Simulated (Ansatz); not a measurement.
```yaml
crystal:
  periodic: [false, false, false]
  atoms:
    - {symbol: C, position_ang: [2.158317, -1.249830, 1.565109]}
    - {symbol: O, position_ang: [1.422531, -0.714468, 0.515567]}
    - {symbol: Hf, position_ang: [0.214244, -0.075717, -0.813274]}
    - {symbol: O, position_ang: [-0.330696, -1.444936, -2.044808]}
    - {symbol: Se, position_ang: [1.573445, 1.782052, -2.066447]}
    - {symbol: O, position_ang: [-1.333611, 0.699532, -0.007342]}
    - {symbol: C, position_ang: [-2.454371, 1.252449, 0.594538]}
    - {symbol: H, position_ang: [2.245642, -2.336220, 1.460929]}
    - {symbol: H, position_ang: [1.681242, -1.029692, 2.525751]}
    - {symbol: H, position_ang: [3.165947, -0.822959, 1.574628]}
    - {symbol: H, position_ang: [-0.527620, -2.225219, -2.550751]}
    - {symbol: H, position_ang: [0.479794, 1.942890, -3.037928]}
    - {symbol: H, position_ang: [-2.485750, 2.333214, 0.421437]}
    - {symbol: H, position_ang: [-3.369958, 0.810665, 0.186829]}
    - {symbol: H, position_ang: [-2.439156, 1.078248, 1.675750]}
basis:
  gaussian: {orbitals: def2-TZVPP}
total_charge: 1
magnetization: {spin_polarized: true, initial_magnetization: 1}
hamiltonian: {xc: {name: CAM-B3LYP}, dispersion: d3bj}
scf: {max_iter: 3}
output: {forces: true}
```

```sh
$ ansatz run in.yaml --threads 2 --pin off --events-out ev --progress --plain --max-ram 31744MiB --backend cuda --devices 0, --max-vram 18GiB
```

Problem. How does Ansatz answer? (Estimate.)

Solution. Computed: The program refused the input.
```
Error: invalid value for `basis.gaussian`: such a run doesn't read scf.max_iter; remove what it names
```
